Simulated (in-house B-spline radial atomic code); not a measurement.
**Solving the quasi-particle equation for 4d up of Tc III (Tc2+)**

Configuration [Kr] 4d5, highest spin, start r2SCAN; correlation leaves out the 7 deepest shells, empty levels kept to 1800 hartree. Computed with an all-electron radial atomic-structure program (B-spline basis): all electrons, scalar-relativistic (spin-free one-electron X2C), finite nucleus, each spin shell either full or empty, empty states to l = 9 with an (l + 1/2)⁻⁴ tail; G0W0 by contour deformation at full frequency.

At the mean-field level ε = -24.142 eV the matrix elements are Σx = -30.158 eV, v_xc = -24.34 eV and Σc(ε) = -0.222 eV, and the slope of the correlation self-energy is dΣc/dω = -0.0742. The quasi-particle energy solves E = ε + Σx − v_xc + Σc(E).

Problem. What does the linearised equation give?

Solution. Z = 1/(1 − dΣc/dω) = 1/1.0742 = 0.9309. The first-order shift is Σx − v_xc + Σc(ε) = -30.158 − (-24.34) + (-0.222) = -6.040 eV, so E ≈ ε + Z × shift = -24.142 + 0.9309 × (-6.040) = -29.765 eV.

Problem. How does that compare with the full solution and with static screening?

Solution. Solving the equation at full frequency dependence gives E = -29.480 eV, where Σc = 0.479 eV and the weight is 0.639; the linearised value is off by 284 meV; so low a weight means that a satellite takes much of the strength. Leaving Z out would give -30.182 eV. Static COHSEX puts -2.504 eV in place of Σc and gives -32.464 eV, 2.98 eV deeper.
